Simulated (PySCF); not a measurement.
Computed IR spectrum (relative IR intensity) of a molecule C5H8O. Geometry optimised at PBE0-D3(BJ)/def2-SVP. The values are those of a single conformer. The numbers are results of PySCF with PBE0-D3(BJ)/def2-SVP, not measurements. Harmonic, unscaled wavenumbers; measured fundamentals usually lie a few per cent lower.

| ν (cm⁻¹) | relative intensity |
|---|---|
| 118 | 2.8 |
| 245 | 5.8 |
| 410 | 3.3 |
| 693 | 2.3 |
| 796 | 11 |
| 897 | 10.0 |
| 964 | 5.8 |
| 1042 | 26 |
| 1072 | 3.4 |
| 1089 | 99 |
| 1113 | 20 |
| 1190 | 2.4 |
| 1293 | 3.5 |
| 1324 | 10.0 |
| 1375 | 3.6 |
| 1450 | 7.4 |
| 1461 | 11 |
| 3015 | 100 |
| 3028 | 7.7 |
| 3044 | 24 |
| 3068 | 40 |
| 3072 | 30 |
| 3121 | 10.0 |
| 3151 | 4.0 |
| 3170 | 19 |

Problem. Which structure fits?
A) C/C=C1\CCO1
B) CC=C1COC1
C) CC1=C(C)OC1
D) C=CC1COC1

Solution. B, CC=C1COC1
